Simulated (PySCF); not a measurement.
Compound: C₄H₅N₂O (doublet state).
Cartesian coordinates in Å at the GFN2-xTB level; atoms count from 1:
```
atom  x, y, z in Å
O1     2.5577    0.0372    0.4486
C2     1.5271   -0.6901   -0.0646
C3     0.2051   -0.2744   -0.0954
C4    -0.9089   -1.0059   -0.6234
N5    -2.0276   -0.3374   -0.5020
N6    -1.7124    0.8142    0.0867
C7    -0.3900    0.9185    0.3585
H8     2.2223    0.8773    0.7822
H9     1.8349   -1.6432   -0.4554
H10   -0.8931   -1.9777   -1.0722
H11   -2.4318    1.4922    0.2793
H12    0.0178    1.7887    0.8317
```

The hyperfine couplings belong to this conformer and change with its torsions.

As a line formula: `O[CH]c1cn[nH]c1` [radical].

Level of theory: PySCF 2.14.0, UKS B3LYP, pcH-1 on C H N O, non-relativistic, mean-field spin-orbit, GIAO. One conformer (not necessarily the lowest) at the GFN2-xTB geometry, without solvent, vibrations or thermal averaging. The geometry wasn't refined by DFT: couplings that depend on bond lengths, twists or pyramidal angles can differ widely from those at the functional's own minimum. No stability test was run, so a lower SCF solution isn't excluded.

Predict the first-order ENDOR lines of N5, N6, H9, H12, H8, H10 and H11 under fast tumbling at B = 3355.2 mT (W band).

For S = 1/2 in fast tumbling each set of equivalent nuclei gives two lines, ν± = |νn ± a/2| to first order, with νn = g_N μN B/h and μN/h = 7.62259 MHz/T.

```json
{"nuclei": "N5", "isotope": "14N", "g_N": "0.4038", "νn (MHz)": "10.33", "a_iso (MHz)": "-2.81", "lower line (MHz)": "8.92", "upper line (MHz)": "11.73"}
{"nuclei": "N6", "isotope": "14N", "g_N": "0.4038", "νn (MHz)": "10.33", "a_iso (MHz)": "2.37", "lower line (MHz)": "9.14", "upper line (MHz)": "11.51"}
{"nuclei": "H9", "isotope": "1H", "g_N": "5.5857", "νn (MHz)": "142.86", "a_iso (MHz)": "-50.17", "lower line (MHz)": "117.77", "upper line (MHz)": "167.94"}
{"nuclei": "H12", "isotope": "1H", "g_N": "5.5857", "νn (MHz)": "142.86", "a_iso (MHz)": "-21.83", "lower line (MHz)": "131.94", "upper line (MHz)": "153.77"}
{"nuclei": "H8", "isotope": "1H", "g_N": "5.5857", "νn (MHz)": "142.86", "a_iso (MHz)": "-9.46", "lower line (MHz)": "138.13", "upper line (MHz)": "147.58"}
{"nuclei": "H10", "isotope": "1H", "g_N": "5.5857", "νn (MHz)": "142.86", "a_iso (MHz)": "-9.38", "lower line (MHz)": "138.17", "upper line (MHz)": "147.55"}
{"nuclei": "H11", "isotope": "1H", "g_N": "5.5857", "νn (MHz)": "142.86", "a_iso (MHz)": "-7.70", "lower line (MHz)": "139.00", "upper line (MHz)": "146.71"}
```

Which pairs are centred on the nuclear Larmor frequency, and which on half the coupling?

Centred on νn, since |a| < 2νn: N5, N6, H9, H12, H8, H10 and H11. No pair has |a| > 2νn.

At what field would the lower line of H10 fall to zero frequency?

Where νn = |a|/2, that is B = 4.69 MHz/(5.5857 × 7.62259 MHz/T) = 110 mT, as far as first order holds there.

Time: 41 s of wall time (with the writing of density and orbital grids); peak memory 0.88 GiB. Hardware: an Arm Neoverse V2 with one thread, no GPU, on a shared host.
